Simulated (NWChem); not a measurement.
Correlation energy of AlCl

```xyz
2

Al     0.0000     0.0000    -1.2166
Cl     0.0000     0.0000     0.9303
```
Charge 0, spin multiplicity 1.

Program: NWChem. The geometry was optimised at PBE0/def2-SVP, a minimum by its harmonic frequencies.

Basis set: cc-pVTZ. Each correlation energy counts from its own Hartree-Fock reference.

The correlated methods keep 10 core orbitals frozen. The structure started from a generated list of species. No row is a measurement; the coupled-cluster row has its own basis-set and correlation limits.

Task: Order these methods by the correlation energy they give, lowest first: RI-MP2, CR-CCSD[T], CCSD, CCSD+T(CCSD).

Result: CCSD+T(CCSD) (-277.8 mHa), CR-CCSD[T] (-275.6 mHa), CCSD (-266.8 mHa), RI-MP2 (-240.8 mHa)
